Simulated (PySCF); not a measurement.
Polarisability and C₆ of Xe²⁺ (xenon, charge +2)

[Kr] 4d10 5s2 5p4, high-spin 3P determinant. Calculation: PySCF 2.14, in aug-cc-pwCVTZ-DK3 with one added diffuse shell each of s, p, d, f type (11s10p8d5f1g, 125 functions); the spin-free X2C one-electron Hamiltonian (Gaussian nucleus). Coupled (time-dependent) response in atomic units; α is the mean over directions.

```tsv
method	mean α (bohr³)	α xx, yy, zz	C₆ (like pair)	S(−4)
UHF	12.80	12.83, 12.75, 12.83	92.57	27.19
PBE	12.87	12.77, 13.07, 12.77	92.86	27.86
PBE0	12.76	12.70, 12.88, 12.70	91.98	27.16
```

S(−4) is the Cauchy moment in α(ω) = α(0) + S(−4) ω² + …

Spin-orbit coupling is absent.

α(iu) at PBE0:

| u (hartree) | α(iu) (bohr³) |
| --- | --- |
| 0 | 12.76 |
| 0.0500 | 12.70 |
| 0.100 | 12.50 |
| 0.200 | 11.77 |
| 0.300 | 10.75 |
| 0.500 | 8.494 |
| 0.750 | 6.165 |
| 1.00 | 4.580 |
| 1.50 | 2.823 |
| 2.00 | 1.959 |
| 3.00 | 1.154 |
| 5.00 | 0.5649 |

A single London oscillator, α(iu) = α/(1 + u²/ω²), gives C₆ = (3/4) ω α². Matching the computed C₆ needs ω = 4 × 91.98 / (3 × 12.76²) = 0.753 hartree.

For an ion, C₆ is the dispersion term alone; charge-induced terms of lower order in 1/R come first.

The components differ because the open shell of this determinant is not spherical; for a pure term their mean is the scalar polarisability.
